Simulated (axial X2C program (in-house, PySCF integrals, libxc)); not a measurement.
**Potential curves of ZrH⁻, scalar-relativistic**

Calculated with an in-house all-electron X2C program for linear molecules (integrals from PySCF). Spin-free means the one-electron spin-free X2C Hamiltonian. Basis: Zr dyall-acv3z [12s13p10d6f3g], H dyall-av3z [7s3p2d] (cores contracted in-house); Gaussian nuclei, density fitting, unrestricted open shells. Masses: Zr 89.905 u, H 1.008 u.

State: M_S = 1, Λ = 0 (beyond evenly filled blocks: δ+α, δ-α). Energies in kJ/mol from the fragments at the same level (Zr + H-). Fits are polynomials in 1 − R0/R over 0.85 to 1.23 times the lowest point R0.

```csv
R (Å),CCSD(T),CCSD,PBE0
1.7982,-211.74,-211.95,-263.45
1.8556,-218.98,-219.22,-268.81
1.9130,-223.01,-223.27,-271.15
1.9800,-224.38,-224.67,-270.78
2.0469,-222.86,-223.19,-267.79
2.1330,-217.69,-218.06,-261.06
```

Correlated methods: 14 electrons correlated (number of frozen shells: Zr 3 s, 2 p, 1 d; H none), 276 virtual spin orbitals or spinors in MP2, 89 natural virtuals in coupled cluster.

Dissociation energies refer to the lowest single-determinant-based atoms at the same level and basis. Coupled cluster ran in a truncated set of natural virtual spinors; the MP2 energy of the rest was added. (T) has no such correction and the atoms are truncated less, which lowers De at CCSD(T) by a hundredth of an eV or more. The state is one determinant with fixed occupations, lowest in a PBE0 search at one distance only: followed along the bond, the 2c determinant Ω = 2 reaches 0.14 eV lower at PBE0, at Re = 1.908 Å, so the state shown is not the lowest. The highest occupied level of some functionals is positive through self-interaction error; at Hartree–Fock it is bound. The determinant is spin-polarised beyond a pure state at some levels (its spin-free form has ⟨S²⟩ too high), which makes Re and μ there less reliable. Coupled cluster ran on the points near the minimum only. MP2 and coupled cluster on one determinant become unreliable at the stretched end.

**Question.** Fit the CCSD(T) curve near its minimum: give the equilibrium distance, the harmonic wavenumber and the well depth.

**Answer.** At CCSD(T), spin-free: Re = 1.976 Å, ωe ≈ 1360 cm⁻¹, De = 2.33 eV to Zr + H-; Be follows as 4.33 cm⁻¹.

**Question.** Fit the CCSD curve near its minimum: give the equilibrium distance, the harmonic wavenumber and the well depth.

**Answer.** At CCSD, spin-free: Re = 1.976 Å, ωe ≈ 1350 cm⁻¹, De = 2.33 eV to Zr + H-; Be follows as 4.33 cm⁻¹.

**Question.** What are Re, ωe and De at the PBE0 level?

**Answer.** At PBE0, spin-free: Re = 1.938 Å, ωe ≈ 1390 cm⁻¹, De = 2.81 eV to Zr + H-; Be follows as 4.51 cm⁻¹.
